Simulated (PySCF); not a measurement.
Mg(Br)(SeH) (BrHMgSe), SMILES [SeH][Mg][Br]. Atoms are numbered in the order given.

```xyz
4

Mg    -0.0031     0.0325     0.0000
Br     0.0007     2.3691     0.0000
Se    -0.0417    -2.3799     0.0000
H      1.4330    -2.3926     0.0000
```
Charge 0, spin multiplicity 1.

Geometry optimised at B3LYP-D3(BJ)/def2-TZVP. Other conformers were not sampled.

Computed with B3LYP-D3(BJ)/def2-TZVP run with PySCF.

Frequencies are harmonic and unscaled.

```
mode  ν (cm⁻¹)  IR (km/mol)  moving atoms (share of kinetic energy)
----  --------  -----------  --------------------------------------
1           83         28.1                                 Mg 84 %
2           90         25.9                                 Mg 87 %
3          182          0.2                        Se 50 %, Br 49 %
4          484         32.7                         H 67 %, Mg 30 %
5          498         77.7                         Mg 60 %, H 29 %
6         2383         11.4                                  H 99 %
```
